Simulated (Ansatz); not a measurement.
`[CH3][Ge]([F])([F])[Cl]` + H–F → `[F][Ge]([F])([F])[Cl]` + CH₄ at 500 K and 1 bar (ligand exchange at a Ge–C bond).

Program: Ansatz. Geometries: PBE0-D4/def2-TZVP. ΔE: electronic, gas phase. CCSD(T)/CBS is the MP2 limit (def2-TZVPP, def2-QZVPP) plus CCSD(T) − MP2 in def2-TZVPP, frozen cores. This one scheme is used for every species. For Ge outer-core shells are correlated without core-valence functions, which leaves a few kJ/mol of doubt a bond. Scalar relativity is left out up to krypton.

```tsv
species	CCSD(T)/CBS energy (Eh)	H − E (kJ/mol)	S (J/(mol·K))
`[CH3][Ge]([F])([F])[Cl]`	-2775.47323	157.6	416.2
H–F	-100.39570	39.4	188.7
`[F][Ge]([F])([F])[Cl]`	-2835.42086	60.1	373.7
CH₄	-40.46206	135.6	206.8
```

H − E and S are ideal-gas, rigid-rotor, harmonic terms from PBE0-D4/def2-TZVP. 1 Eh = 2625.50 kJ/mol, R = 8.31446 J/(mol·K).

Task: By hand: ΔE, ΔH, ΔS and ΔG.

Result: ΔE = (-2835.42086) + (-40.46206) − (-2775.47323) − (-100.39570) = -0.01399 Eh = -36.7 kJ/mol. Δ(H − E) = 60.1 + 135.6 − 157.6 − 39.4 = -1.3, so ΔH = -38.0 kJ/mol. ΔS = 373.7 + 206.8 − 416.2 − 188.7 = -24.4 J/(mol·K). ΔG = -38.0 − 500 × (-24.4)/1000 = -25.8 kJ/mol.

Task: By hand: the equilibrium constant, and the temperature at which ΔG would vanish if ΔH and ΔS stayed fixed.

Result: log₁₀ K = −ΔG/(RT ln 10) = 2.7. ΔG = 0 at ΔH/ΔS = 1557 K.

ΔH outweighs TΔS. A doubt of 5 kJ/mol in ΔE shifts log₁₀ K by 0.5 here. These are equilibria of isolated gas molecules and say nothing of rates. Largest T1 diagnostic: 0.012 (customary marks: 0.02 for closed shells, 0.045 for open ones).
